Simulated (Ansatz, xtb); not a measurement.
Two isomers of C4H9FSi

We compare X, `C=CC[Si@@H](C)F`, a singlet, with Y, `C=C[Si](C)(C)F`, a singlet. Both are isolated molecules in the gas phase, relaxed with B3LYP-D3(BJ)/def2-SVP; each stands in its lowest conformer found.

X (Å):

```xyz
15

C    -0.8135    1.3548    1.0785
C     0.0457    0.6582    0.3257
C    -0.2725   -0.5967   -0.4315
C    -0.6425   -2.4154    2.0523
F     0.1475   -3.4154   -0.4960
Si    0.3399   -2.1233    0.4928
H    -1.8665    1.0656    1.1627
H    -0.4972    2.2440    1.6299
H     1.0899    0.9930    0.2785
H     0.1995   -0.5906   -1.4295
H    -1.3602   -0.7072   -0.5820
H     1.7983   -2.0061    0.7740
H    -1.7095   -2.5598    1.8173
H    -0.2854   -3.3065    2.5919
H    -0.5553   -1.5457    2.7231
```

Y (Å):

```tsv
atom	x (Å)	y (Å)	z (Å)
C	-1.7590	-0.4985	-0.9354
C	-0.5039	-0.3953	-0.4767
C	0.9160	-1.7137	1.9348
C	1.9968	-2.1582	-0.9319
F	-0.5094	-3.1663	-0.0490
Si	0.4791	-1.8640	0.1218
H	-2.2694	-1.4669	-0.9791
H	-2.3298	0.3695	-1.2852
H	-0.0397	0.6010	-0.4550
H	1.4646	-2.6022	2.2866
H	0.0082	-1.6024	2.5484
H	1.5533	-0.8308	2.1096
H	2.6796	-1.2937	-0.8807
H	2.5509	-3.0479	-0.5918
H	1.7179	-2.3068	-1.9870
```

Estimate E(Y) − E(X) at the level CCSD(T)/def2-SVP + ΔMP2/def2-TZVPP.

Calculated at CCSD(T)/def2-SVP + ΔMP2/def2-TZVPP: E(Y) − E(X) = −0.418 eV, so structure Y lies lower.

How the difference moves with the method:

```tsv
level	geometry	E(Y) − E(X) (eV)	departure from the last row (eV)	job, with rough time for the two
GFN2-xTB	GFN2-xTB	+0.440	+0.858	optimisation, 0.18 s
HF/STO-3G	GFN2-xTB	−0.497	−0.079	single point, 0.42 s
r2SCAN-D4/def2-SVP	GFN2-xTB	−0.432	−0.014	single point, 2.8 s
B3LYP-D3(BJ)/def2-SVP	B3LYP-D3(BJ)/def2-SVP	−0.382	+0.036	optimisation, 40 s
HF/def2-SVP	B3LYP-D3(BJ)/def2-SVP	−0.407	+0.011	part of the CCSD(T) run
MP2/def2-SVP	B3LYP-D3(BJ)/def2-SVP	−0.363	+0.055	part of the CCSD(T) run
CCSD(T)/def2-SVP	B3LYP-D3(BJ)/def2-SVP	−0.355	+0.063	single point
CCSD(T)/def2-SVP + ΔMP2/def2-TZVPP	B3LYP-D3(BJ)/def2-SVP	−0.418		single point, 40 s
```

As drawn, Y has 1 C–Si, 1 C–H in place of 1 C–C, 1 Si–H.

GFN2-xTB puts the two in the other order. The largest departure from CCSD(T)/def2-SVP + ΔMP2/def2-TZVPP is that of GFN2-xTB, 0.858 eV. The last row adds to CCSD(T) the change of the MP2 difference between the two basis sets, here −0.063 eV.

With thermal terms from frequencies at re-optimised GFN2-xTB minima (ideal gas, soft modes damped towards free rotors, one conformer each, 298.15 K, 1 atm): the zero-point term adds +0.031 eV; ΔH is −0.368 and ΔG −0.404 eV.

The correlated steps freeze 10 core orbitals. Mirror images aren't counted in ΔG. Run with Ansatz 0.2.0, xtb 6.7.1; the last row on 2 threads of Intel(R) Xeon(R) 6975P-C (Granite Rapids) on a shared host.
